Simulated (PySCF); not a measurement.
CdS, singlet, geometry from GFN2-xTB (such geometries of metal compounds can be far from the true shape) (core potentials on Cd). Base run: PySCF with SVWN5/def2-SVP.

PySCF was given this input:
```python
from pyscf import gto, scf, dft

mol = gto.M(
    atom='''
Cd   -0.000000   -0.000000   -0.559200
S     0.000000    0.000000    1.677600
''',
    basis='def2-svp',
    ecp={'Cd': 'def2-svp'},
    charge=0,
    spin=0,
    verbose=4,
)

mf = dft.RKS(mol)
mf.xc = 'lda,vwn'
mf.kernel()
mf.analyze()
```

The base run was repeated with changes; each row names its change, and settings that it needs were set with it.

```tsv
change	ΔE vs base (µEh)	fitting functions	dipole (D)	outcome
base	0.0	-	4.55	converged
auxbasis = default (with mf = mf.density_fit())	-97.2	140	4.55	converged
auxbasis = cc-pvqz-jkfit	-	-	-	input refused
auxbasis = cc-pvdz-jkfit	-	-	-	input refused
auxbasis = def2-tzvp-ri	-	-	-	input refused
auxbasis = def2-universal-jkfit	-109	383	4.55	converged
auxbasis = even-tempered beta=1.6	-2.1	554	4.55	converged
auxbasis = even-tempered beta=2.0	?	?	4.55	converged
auxbasis = def2-universal-jfit	-97.2	140	4.55	converged
auxbasis = def2-svp-ri	-	-	-	input refused
```

Q: Fill in the missing entries.

A: 
- auxbasis = even-tempered beta=2.0, ΔE vs base (µEh): -852
- auxbasis = even-tempered beta=2.0, fitting functions: 379

A fitting set is made for a task (jfit for Coulomb, jkfit for Coulomb and exchange, ri for correlation) and for a family of orbital bases.

- auxbasis = cc-pvqz-jkfit: ended with `pyscf.lib.exceptions.BasisNotFoundError: Basis set not found for Cd in cc-pvqz-jkfit`
- auxbasis = cc-pvdz-jkfit: ended with `pyscf.lib.exceptions.BasisNotFoundError: Basis set not found for Cd in cc-pvdz-jkfit`
- auxbasis = def2-tzvp-ri: ended with `pyscf.lib.exceptions.BasisNotFoundError: Basis set not found for Cd in def2-tzvp-ri`
